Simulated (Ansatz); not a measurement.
Complex (SMILES): F (HF) with [H][H] (H2), atoms 1 to 2 the first; geometry from B3LYP-D3(BJ)/def2-TZVP, monomers rigid:
```xyz
4

F     -0.0503     0.0090    -0.4113
H     -0.1533    -0.6305     0.2513
H     -0.6250    -2.1461     1.4219
H     -0.1185    -1.7955     1.8432
```

Basis-set convergence of the counterpoise-corrected interaction energy at CCSD(T) with Ansatz (an electronic-structure program). All functions are spherical. Cores are frozen. No added dispersion term, no relativity. Functions are those of the species that has most. Reference: Hartree-Fock in aug-cc-pVQZ plus the correlation part extrapolated as X^-3 from aug-cc-pVTZ and aug-cc-pVQZ, -1.08 kcal/mol, itself unsure by roughly 0.01 kcal/mol (a third of the extrapolation step and of the last Hartree-Fock step). Deviations are taken from unrounded values. Cost is core time over that of 6-311++G(3df,3pd), rough, on shared machines of one kind; a dash marks a row that isn't timed (too short, read off another run, short of memory, by another algorithm or on other hardware).

```json
[
 {"basis": "STO-3G", "functions": "8", "counterpoise-corrected interaction energy (kcal/mol)": "2.70", "minus reference (kcal/mol)": "3.78", "cost": "-"},
 {"basis": "3-21G", "functions": "15", "counterpoise-corrected interaction energy (kcal/mol)": "1.14", "minus reference (kcal/mol)": "2.21", "cost": "-"},
 {"basis": "pcseg-0", "functions": "15", "counterpoise-corrected interaction energy (kcal/mol)": "1.54", "minus reference (kcal/mol)": "2.62", "cost": "-"},
 {"basis": "def2-SVP", "functions": "29", "counterpoise-corrected interaction energy (kcal/mol)": "-0.04", "minus reference (kcal/mol)": "1.04", "cost": "-"},
 {"basis": "def2-SVPD", "functions": "47", "counterpoise-corrected interaction energy (kcal/mol)": "-0.72", "minus reference (kcal/mol)": "0.35", "cost": "-"},
 {"basis": "aug-cc-pVDZ", "functions": "50", "counterpoise-corrected interaction energy (kcal/mol)": "-0.79", "minus reference (kcal/mol)": "0.29", "cost": "-"},
 {"basis": "6-311++G(2d,2p)", "functions": "57", "counterpoise-corrected interaction energy (kcal/mol)": "-0.77", "minus reference (kcal/mol)": "0.30", "cost": "-"},
 {"basis": "def2-TZVPD", "functions": "67", "counterpoise-corrected interaction energy (kcal/mol)": "-0.62", "minus reference (kcal/mol)": "0.46", "cost": "0.5×"},
 {"basis": "jun-cc-pV(T+d)Z", "functions": "81", "counterpoise-corrected interaction energy (kcal/mol)": "-0.85", "minus reference (kcal/mol)": "0.22", "cost": "0.6×"},
 {"basis": "6-311++G(3df,3pd)", "functions": "93", "counterpoise-corrected interaction energy (kcal/mol)": "-0.88", "minus reference (kcal/mol)": "0.20", "cost": "1×"},
 {"basis": "aug-cc-pVQZ", "functions": "218", "counterpoise-corrected interaction energy (kcal/mol)": "-1.04", "minus reference (kcal/mol)": "0.03", "cost": "20×"},
 {"basis": "aug-pcseg-3", "functions": "232", "counterpoise-corrected interaction energy (kcal/mol)": "-1.02", "minus reference (kcal/mol)": "0.06", "cost": "20×"},
 {"basis": "cc-pV5Z", "functions": "256", "counterpoise-corrected interaction energy (kcal/mol)": "-1.01", "minus reference (kcal/mol)": "0.06", "cost": "30×"}
]
```
